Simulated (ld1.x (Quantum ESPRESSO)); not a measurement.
## What one change does to a pseudopotential (phosphorus (P), TM)

```
Element                 : P (Z = 15)
Generator               : ld1.x (Quantum ESPRESSO) 7.5
Type                    : norm-conserving Troullier–Martins (Kleinman–Bylander form)
Functional              : LDA (PZ)
Relativity              : scalar-relativistic
Frozen core             : [Ne]
Valence charge          : 5
Reference configuration : 3s1.5 3p3.5
Partial waves           : 3p (bound): rc 1.70 bohr; 3s (bound): rc 1.70 bohr
Local potential         : the s channel
Core correction         : none
```

Change: reference 3s2 3p2.5.

Cutoffs: the cutoffs (Ry, on a coarse ladder) from which the occupation-weighted sum of valence levels, in a spherical-Bessel basis at the reference potential, stays within 10 and 1 mRy of its value at 400 Ry; they do not see the model core or the augmentation charge, which bear on the density cutoff. Errors are all-electron minus pseudo energies relative to the spin-unpolarised reference configuration.

What does the change do?

The potential gets harder (18 Ry and 45 Ry → 25 Ry and 45 Ry); neither file shows a bound ghost.

| quantity | base | changed |
| --- | --- | --- |
| cutoff, loose | 18 Ry | 25 Ry |
| cutoff, tight | 45 Ry | 45 Ry |
| bound ghosts | none | none |
| largest error over its own tests, meV | +140 | +478 |
| s: phases at 1.84 bohr within 0.05 rad from the reference energy up to (Ry; the scan ends near 5) | 4.1 | 3.8 |
| p: phases at 1.84 bohr within 0.05 rad from the reference energy up to (Ry; the scan ends near 5) | 4.7 | 4.4 |
